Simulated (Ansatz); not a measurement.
`CC[P+](CC)(CC)[Au-][O]C`. Charge 0, multiplicity 1. Au: def2 effective core potential. All single points use the PBE0-D4/def2-TZVP geometry. It is one conformer, not always the lowest.

```xyz
28

C    -2.833   -0.589   -0.531
C    -1.457   -1.001   -1.031
P    -0.103   -0.039   -0.270
C    -0.274    1.624   -1.007
C     0.866    2.558   -0.633
C     1.421   -0.735   -1.002
C     1.533   -0.699   -2.517
Au   -0.081   -0.063    1.950
O    -0.119   -0.008    3.927
C     0.584   -0.938    4.686
H    -3.605   -1.230   -0.961
H    -3.071    0.441   -0.806
H    -2.892   -0.666    0.557
H    -1.261   -2.049   -0.782
H    -1.393   -0.908   -2.120
H    -1.224    2.022   -0.641
H    -0.367    1.523   -2.093
H     0.966    2.637    0.452
H     1.821    2.210   -1.031
H     0.689    3.559   -1.030
H     2.252   -0.199   -0.534
H     1.485   -1.761   -0.625
H     1.503    0.322   -2.902
H     0.731   -1.263   -2.999
H     2.479   -1.140   -2.838
H     0.252   -1.976    4.523
H     1.672   -0.916    4.509
H     0.430   -0.717    5.752
```

Question: What is the dipole moment at B3LYP/def2-TZVPP? (Best estimate.)

Answer: Ansatz gave: 7.62 D, with components (0.36, -0.36, -7.60) D in this frame, pointing from negative to positive charge.

Question: And with PBE, r2SCAN, ωB97M-V? (Best estimate.)

Answer: Computed: PBE 7.20 D, r2SCAN 7.46 D, ωB97M-V 7.77 D.

Question: Give the Mulliken charges with B3LYP, ωB97M-V, PBE in def2-TZVPP. (Estimate.)

Answer: The calculation gave: 
```json
{"atom": "C1", "B3LYP": "-0.26", "ωB97M-V": "-0.32", "PBE": "-0.26"}
{"atom": "C2", "B3LYP": "-0.16", "ωB97M-V": "-0.25", "PBE": "-0.13"}
{"atom": "P3", "B3LYP": "0.20", "ωB97M-V": "0.14", "PBE": "0.12"}
{"atom": "C4", "B3LYP": "-0.17", "ωB97M-V": "-0.28", "PBE": "-0.14"}
{"atom": "C5", "B3LYP": "-0.26", "ωB97M-V": "-0.30", "PBE": "-0.25"}
{"atom": "C6", "B3LYP": "-0.16", "ωB97M-V": "-0.26", "PBE": "-0.13"}
{"atom": "C7", "B3LYP": "-0.27", "ωB97M-V": "-0.32", "PBE": "-0.27"}
{"atom": "Au8", "B3LYP": "0.07", "ωB97M-V": "0.16", "PBE": "0.00"}
{"atom": "O9", "B3LYP": "-0.55", "ωB97M-V": "-0.57", "PBE": "-0.47"}
{"atom": "C10", "B3LYP": "-0.07", "ωB97M-V": "-0.14", "PBE": "-0.09"}
{"atom": "H11", "B3LYP": "0.09", "ωB97M-V": "0.12", "PBE": "0.09"}
{"atom": "H12", "B3LYP": "0.08", "ωB97M-V": "0.11", "PBE": "0.08"}
{"atom": "H13", "B3LYP": "0.11", "ωB97M-V": "0.13", "PBE": "0.11"}
{"atom": "H14", "B3LYP": "0.10", "ωB97M-V": "0.14", "PBE": "0.10"}
{"atom": "H15", "B3LYP": "0.09", "ωB97M-V": "0.13", "PBE": "0.08"}
{"atom": "H16", "B3LYP": "0.11", "ωB97M-V": "0.14", "PBE": "0.11"}
{"atom": "H17", "B3LYP": "0.09", "ωB97M-V": "0.13", "PBE": "0.09"}
{"atom": "H18", "B3LYP": "0.11", "ωB97M-V": "0.13", "PBE": "0.11"}
{"atom": "H19", "B3LYP": "0.08", "ωB97M-V": "0.10", "PBE": "0.08"}
{"atom": "H20", "B3LYP": "0.09", "ωB97M-V": "0.12", "PBE": "0.09"}
{"atom": "H21", "B3LYP": "0.11", "ωB97M-V": "0.15", "PBE": "0.11"}
{"atom": "H22", "B3LYP": "0.11", "ωB97M-V": "0.14", "PBE": "0.11"}
{"atom": "H23", "B3LYP": "0.08", "ωB97M-V": "0.11", "PBE": "0.08"}
{"atom": "H24", "B3LYP": "0.08", "ωB97M-V": "0.11", "PBE": "0.09"}
{"atom": "H25", "B3LYP": "0.10", "ωB97M-V": "0.13", "PBE": "0.10"}
{"atom": "H26", "B3LYP": "0.06", "ωB97M-V": "0.08", "PBE": "0.07"}
{"atom": "H27", "B3LYP": "0.06", "ωB97M-V": "0.08", "PBE": "0.07"}
{"atom": "H28", "B3LYP": "0.07", "ωB97M-V": "0.09", "PBE": "0.07"}
```

B3LYP here is the variant with VWN-RPA as its local correlation; programs differ in this.
